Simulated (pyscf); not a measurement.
**H₃Ge–SbH₂, singlet**

Gas-phase minimum from PySCF at ωB97X-D3(BJ)/def2-SVP, one conformer. 

SMILES: [GeH3][SbH2]
```xyz
7

Ge    -0.1285     0.6096    -0.4180
Sb     0.0011    -1.8772     0.2733
H      0.9416     1.4009     0.3525
H     -1.5063     1.2251    -0.1318
H      0.1686     0.7284    -1.9221
H     -0.7413    -1.5488     1.7754
H     -1.5035    -2.2106    -0.4616
```

Bond lengths (Å): Ge1–Sb2 2.584, Ge1–H3 1.538, Ge1–H4 1.536, Ge1–H5 1.538, Sb2–H6 1.707, Sb2–H7 1.707. Angles (°): Sb2–Ge1–H3 109.0, Sb2–Ge1–H4 112.4, Sb2–Ge1–H5 109.0, H3–Ge1–H4 108.9, H3–Ge1–H5 108.4, H4–Ge1–H5 108.9, Ge1–Sb2–H6 91.6, Ge1–Sb2–H7 91.6, H6–Sb2–H7 91.9.

Properties at ωB97X-D3(BJ)/def2-SVP:

```json
{
  "harmonic_wavenumbers_unscaled": "119, 245, 399, 417, 608, 631, 822, 863, 907, 908, 2008, 2012, 2177, 2180, 2185 cm⁻¹",
  "zero_point_energy": "23.6 kcal/mol",
  "rotational_symmetry_number": "1",
  "Entropy of this conformer at 298 K and 1 atm, rigid rotor and harmonic oscillator, modes under 100 cm⁻¹ raised to 100": "316.2 J/(mol K)",
  "dipole_moment": "0.07 D"
}
```

Single-point totals, which compare only within one level (frozen core for MP2 and CC):

```csv
level,total energy (hartree)
ωB97X-D3(BJ)/def2-TZVP,-2320.30242
PBE/def2-TZVP,-2319.91794
r²SCAN/def2-TZVP,-2320.33286
B3LYP-D3(BJ)/def2-TZVP,-2320.39760
PBE0-D3(BJ)/def2-TZVP,-2319.99498
M06-2X/def2-TZVP,-2320.14880
ωB97M-D3(BJ)/def2-TZVP,-2320.31851
HF/def2-TZVPP,-2317.52800
MP2/def2-TZVPP,-2318.15548
CCSD/def2-TZVPP,-2318.17219
CCSD(T)/def2-TZVPP,-2318.19200
```

Soft torsions are taken as harmonic, which can shift the entropy by several J/(mol K). The CCSD(T) − MP2 part came from Ansatz, without density fitting, on the same reference. The frozen core leaves the outer d or s,p core shells of the metals and heavy elements correlated in the MP2 and CC values, and def2-TZVPP describes them poorly, so these totals are far from the basis limit. Elements up to Kr have no core potential and no relativistic terms here. Elements past Kr carry the def2 core potentials, without spin-orbit coupling.
